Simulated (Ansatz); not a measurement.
C₅H₃AlF₆O₄ (`[OH][Al-]1([OH])[O]C(C(F)(F)F)=CC(C(F)(F)F)=[O+]1`). Charge 0, multiplicity 1. All single points use the PBE0-D4/def2-TZVP geometry. It is one conformer, not always the lowest.

```xyz
19

O    -3.054   -0.240   -0.450
Al   -1.892    0.613    0.432
O    -2.349    1.818    1.523
O    -0.614    1.191   -0.760
C     0.505    0.662   -0.988
C     1.286    1.333   -2.125
F     1.554    2.594   -1.797
F     2.438    0.712   -2.369
F     0.564    1.328   -3.238
C     1.062   -0.412   -0.305
C     0.375   -0.973    0.763
C     1.013   -2.113    1.567
F     1.217   -1.713    2.820
F     2.183   -2.488    1.054
F     0.206   -3.166    1.584
O    -0.758   -0.626    1.186
H    -3.993   -0.086   -0.377
H    -1.776    2.354    2.064
H     2.032   -0.788   -0.585
```

Q: What is the dipole moment at r2SCAN/def2-TZVPP? (An estimate is asked.)

A: The calculation gave: 2.00 D, with components (1.96, 0.19, 0.32) D in this frame, pointing from negative to positive charge.

Q: And with PBE, B3LYP, ωB97M-V? (Estimate.)

A: Computed: PBE 1.87 D, B3LYP 2.11 D, ωB97M-V 2.17 D.

Q: Give the Mulliken charges with r2SCAN, B3LYP, ωB97M-V in def2-TZVPP. (Estimate.)

A: Computed: 
```csv
atom,r2SCAN,B3LYP,ωB97M-V
O1,-0.43,-0.42,-0.40
Al2,0.54,0.54,0.51
O3,-0.43,-0.42,-0.40
O4,-0.26,-0.23,-0.24
C5,0.24,0.18,0.19
C6,0.50,0.52,0.49
F7,-0.15,-0.16,-0.14
F8,-0.16,-0.17,-0.15
F9,-0.15,-0.15,-0.14
C10,-0.20,-0.19,-0.17
C11,0.24,0.18,0.19
C12,0.50,0.52,0.49
F13,-0.15,-0.16,-0.14
F14,-0.16,-0.17,-0.15
F15,-0.15,-0.15,-0.14
O16,-0.26,-0.23,-0.24
H17,0.19,0.17,0.16
H18,0.18,0.16,0.15
H19,0.13,0.16,0.15
```

B3LYP here is the variant with VWN-RPA as its local correlation; programs differ in this.
